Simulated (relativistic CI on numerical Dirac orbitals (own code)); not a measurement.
## One change at a time: Cd²²⁺

Base calculation: Dirac-Coulomb-Breit CI, orbitals from a KLI potential per configuration, QED by a radiative potential, unscaled Slater integrals.

Configuration list (outside the closed core [Ne]): 3s²3p⁶3d⁸, 3s²3p⁵3d⁹, 3s²3p⁴3d¹⁰, 3s3p⁶3d⁹, 3p⁶3d¹⁰, 3s3p⁵3d¹⁰, 3s²3p⁶3d⁷4s, 3s²3p⁶3d⁷4p, 3s²3p⁶3d⁷4d, 3s²3p⁶3d⁷4f, 3s²3p⁴3d⁹4s, 3s²3p⁵3d⁸4s, 3s²3p⁶3d⁶4s², 3s²3p⁴3d⁹4p, 3s²3p⁵3d⁸4p, 3s²3p⁶3d⁶4s4p, 3s²3p⁶3d⁷5s, 3s²3p⁴3d⁹4d, 3s3p⁵3d⁹4s, 3s²3p⁶3d⁶4p², 3s²3p⁶3d⁷5p, 3s²3p⁶3d⁶4s4d, 3s²3p⁵3d⁸4d, 3s3p⁵3d⁹4p, 3s3p⁶3d⁸4s, 3s²3p⁶3d⁷5d, 3s²3p⁶3d⁶4p4d, 3s²3p⁶3d⁷5f, 3s²3p⁵3d⁷4s², 3s²3p⁶3d⁷5g, 3s3p⁶3d⁸4p, 3s3p⁵3d⁹4d, 3p⁶3d⁹4s, 3s²3p⁵3d⁸4f, 3s²3p⁶3d⁶4d², 3s²3p⁶3d⁷6s. Levels of other configurations are missing.

The lowest level and the first level of each name with at least 55 % of one term (blank where a level has no safe partner in the second run):

| Level | Base (cm⁻¹) | Shift (cm⁻¹) |
| --- | --- | --- |
| 3s²3p⁶3d⁸ ³F4 | 0 | 0 |
| 3s²3p⁶3d⁸ ³F3 | 52736 | -31 |
| 3s²3p⁶3d⁸ ³P0 | 100159 | +5091 |
| 3s²3p⁶3d⁸ ³P1 | 113961 | +3158 |
| 3s²3p⁶3d⁸ ¹G4 | 127083 | +225 |
| 3s²3p⁶3d⁸ ¹S0 | 259110 | +13333 |
| 3s²3p⁵3d⁹ ³F°4 | 1614620 | -4123 |
| 3s²3p⁵3d⁹ ¹D°2 | 1647695 | -546 |
| 3s²3p⁵3d⁹ ³P°1 | 1750258 | +4256 |
| 3s²3p⁵3d⁹ ³P°0 | 1764803 | +3065 |
| 3s²3p⁵3d⁹ ³D°1 | 1800195 | +8635 |
| 3s²3p⁵3d⁹ ³F°2 | 1976314 | -2016 |
| 3s²3p⁵3d⁹ ¹F°3 | 2070092 | +2514 |
| 3s3p⁶3d⁹ ³D3 | 2910947 | +4338 |

At this charge energies of transitions that change n are usually good to better than 1 %, and those within a shell (Δn = 0) to a few per cent. Terms inside the open d or f shell come out 10 to 20 % too wide with unscaled integrals.

Task: One thing was changed in a second run, which moved the levels as shown. Which?
A. one mean potential for all configurations
B. QED terms removed
C. configuration mixing switched off
D. Breit term removed

Result: C. Configuration mixing switched off. Without mixing, levels that were pushed by configurations of the same parity and J return to their single-configuration places.

LS names give the leading component of a level, which can be under half, so a name can repeat, a term be missing and a line seem to break the LS rules.
